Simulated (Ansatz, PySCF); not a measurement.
This triplet is an excited state, 2.33 eV above the relaxed singlet at the level frozen-core CCSD(T)/cc-pVTZ // PBE0-D3(BJ)/def2-TZVP (Ansatz, a program for electronic structure).

Cartesian coordinates (Å):
```xyz
6

N     -1.2727     0.0490    -0.2404
Ge     0.2052    -0.4159     0.7896
S      2.1785    -0.5626    -0.2404
H     -1.7256     0.9080     0.0467
H     -1.9674    -0.6827    -0.3267
H      2.5820     0.7042    -0.0289
```
Charge 0, spin multiplicity 3.

Q: Predict the total energy, dipole moment and highest occupied spin orbital from PySCF 2.14.0 with PBE0-D3(BJ)/def2-TZVP.

A: 
```yaml
total_energy: -2531.2916 Ha
dipole_moment: 2.26 D
highest_occupied_spin_orbital: -5.05 eV
```
